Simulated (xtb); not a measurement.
thiophene (C$_{4}$H$_{4}$S), singlet, from a rough starting geometry; GFN2-xTB in xtb.

Input for xtb:
```
$ xtb mol.xyz --gfn 2 --opt vtight --json

# file mol.xyz
9

S      0.00996790     0.01907474     1.69411841
C      0.00766680     1.23887192     0.55843110
C      0.02904679    -1.24028137     0.52010491
C      0.00759365     0.72792435    -0.73458960
C      0.02290758    -0.66520074    -0.71216722
H     -0.02454277     2.29873716     0.83183045
H     -0.01210814    -2.27096932     0.83235093
H      0.01188331     1.36225871    -1.57868438
H     -0.07188133    -1.30783027    -1.63547280
```

It wrote (shortened):

```
   ID    Z sym.   atoms
    1   16 S      1
    2    6 C      2-5
    3    1 H      6-9

           -------------------------------------------------
          |                Calculation Setup                |
           -------------------------------------------------

           -------------------------------------------------
          |                 G F N 2 - x T B                 |
           -------------------------------------------------

          ...................................................
          :                      SETUP                      :
          :.................................................:
          :  # basis functions                  30          :
          :  # atomic orbitals                  29          :
          :  # shells                           15          :
          :  # electrons                        26          :
          :  max. iterations                   250          :
          :  Hamiltonian                  GFN2-xTB          :
          :  restarted?                      false          :
          :  GBSA solvation                  false          :
          :  PC potential                    false          :
          :  electronic temp.          300.0000000     K    :
          :  accuracy                    1.0000000          :
          :  -> integral cutoff          0.2500000E+02      :
          :  -> integral neglect         0.1000000E-07      :
          :  -> SCF convergence          0.1000000E-05 Eh   :
          :  -> wf. convergence          0.1000000E-03 e    :
          :  Broyden damping             0.4000000          :
          :  net charge                          0          :
          :  unpaired electrons                  0          :
          ...................................................

 iter      E             dE          RMSdq      gap      omega  full diag
   1    -14.0115317 -0.140115E+02  0.436E+00    3.95       0.0  T
   2    -14.0208268 -0.929513E-02  0.255E+00    3.96       1.0  T
   3    -14.0175412  0.328565E-02  0.106E+00    3.98       1.0  T
   4    -14.0220545 -0.451332E-02  0.436E-01    3.94       1.0  T
   5    -14.0226307 -0.576229E-03  0.145E-01    3.96       1.0  T
   6    -14.0226736 -0.429092E-04  0.749E-02    3.96       1.0  T
   7    -14.0227095 -0.358997E-04  0.219E-02    3.96       1.5  T
   8    -14.0227098 -0.255839E-06  0.665E-03    3.96       5.0  T
   9    -14.0227098 -0.709267E-08  0.262E-03    3.96      12.7  T
[...]
         :: total energy             -13.811910861936 Eh    ::
 * total energy  :   -13.8119109 Eh     change       -0.1982681E-09 Eh
 * total energy  :   -13.8168198 Eh     change       -0.4908899E-02 Eh
 * total energy  :   -13.8178635 Eh     change       -0.1043747E-02 Eh
 * total energy  :   -13.8182152 Eh     change       -0.3517058E-03 Eh
 * total energy  :   -13.8182619 Eh     change       -0.4668428E-04 Eh
 * total energy  :   -13.8182745 Eh     change       -0.1264660E-04 Eh
 * total energy  :   -13.8182752 Eh     change       -0.6970428E-06 Eh
 * total energy  :   -13.8182754 Eh     change       -0.1938029E-06 Eh
 * total energy  :   -13.8182754 Eh     change       -0.8724975E-08 Eh
   *** GEOMETRY OPTIMIZATION CONVERGED AFTER 9 ITERATIONS ***
         :: total energy             -13.818275444974 Eh    ::
[...]
     4   6 C        3.121    -0.044    28.913     8.806
     5   6 C        3.121    -0.044    28.914     8.806
     6   1 H        0.926     0.042     2.424     2.434
     7   1 H        0.926     0.042     2.424     2.434
     8   1 H        0.926     0.036     2.507     2.476
     9   1 H        0.926     0.036     2.507     2.476

 Mol. C6AA /au·bohr⁶  :       1569.260730
 Mol. C8AA /au·bohr⁸  :      48585.338407
 Mol. α(0) /au        :         65.014283

Wiberg/Mayer (AO) data.
largest (>0.10) Wiberg bond orders for each atom

 ---------------------------------------------------------------------------
     #   Z sym  total        # sym  WBO       # sym  WBO       # sym  WBO
 ---------------------------------------------------------------------------
     1  16 S    2.633 --     3 C    1.196     2 C    1.196
     2   6 C    3.950 --     4 C    1.635     1 S    1.196     6 H    0.972
                             3 C    0.120
     3   6 C    3.950 --     5 C    1.635     1 S    1.196     7 H    0.972
                             2 C    0.120
     4   6 C    3.988 --     2 C    1.635     5 C    1.267     8 H    0.965
     5   6 C    3.988 --     3 C    1.635     4 C    1.267     9 H    0.965
     6   1 H    0.998 --     2 C    0.972
     7   1 H    0.998 --     3 C    0.972
     8   1 H    0.999 --     4 C    0.965
     9   1 H    0.999 --     5 C    0.965
 ---------------------------------------------------------------------------

Topologies differ in total number of bonds
Writing topology from bond orders to xtbtopo.mol

molecular dipole:
                 x           y           z       tot (Debye)
 q only:       -0.001       0.001      -0.090
   full:       -0.003       0.002      -0.359       0.913
molecular quadrupole (traceless):
                xx          xy          yy          xz          yz          zz
 q only:       -0.985       0.006       1.377       0.005       0.006      -0.393
  q+dip:       -2.483       0.015       3.639       0.012       0.011      -1.157
   full:       -1.440       0.012       3.351      -0.001       0.014      -1.911

optimized geometry written to: xtbopt.xyz

           -------------------------------------------------
          | TOTAL ENERGY              -13.818275444974 Eh   |
          | GRADIENT NORM               0.000021875108 Eh/α |
          | HOMO-LUMO GAP               4.096864781425 eV   |
           -------------------------------------------------
```
